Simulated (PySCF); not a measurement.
Bonds broken one at a time in the series SiH2Cl-X. All species are isolated molecules in the gas phase. One relaxed conformer stands for each flexible species; it need not be the lowest. Strings in code marks are SMILES. In the def2 sets, heavy atoms carry core potentials. All members: neutral, multiplicity 1. Level: B3LYP-D3(BJ)/def2-TZVP (PySCF), beside PBE-D3(BJ)/def2-TZVP // B3LYP-D3(BJ)/def2-TZVP (PySCF) at the same geometries. B3LYP has the VWN-RPA correlation part, as in Gaussian.  Orbital energies are measured against the vacuum level.

```
species                                 LUMO, PBE (eV)  LUMO, B3LYP-D3(BJ) (eV)
--------------------------------------  --------------  -----------------------
`C=C[SiH2]Cl` (C–C–Si–Cl torsion 119°)           -1.94                    -1.15
`Cl[SiH2]I`                                      -1.83                    -1.21
`C#C[SiH2]Cl`                                    -1.77                    -1.03
`Cl[SiH2]Br`                                     -1.33                 withheld
`S[SiH2]Cl` (H–S–Si–Cl torsion 69°)              -0.99                    -0.28
`F[SiH2]Cl`                                      -0.86                    -0.20
```

**Question.** Fit y = a + b·x, y being the LUMO at the first level, to the 5 complete rows by least squares, with x = the PBE value in eV. Give a, b and the rms residual, and predict the withheld value.

**Answer.** Means of the 5 rows: x̄ = -1.478, ȳ = -0.774 eV. Σ(x − x̄)² = 1.0427 and Σ(x − x̄)(y − ȳ) = 0.99774, so b = 0.957 and a = ȳ − b·x̄ = 0.640 eV. The rms residual is 0.056 eV. At x = -1.33 the line gives -0.63 eV. The run for `Cl[SiH2]Br` gave -0.64 eV, so the line is off by 0.01 eV, within twice the rms residual.

Codes: PySCF.
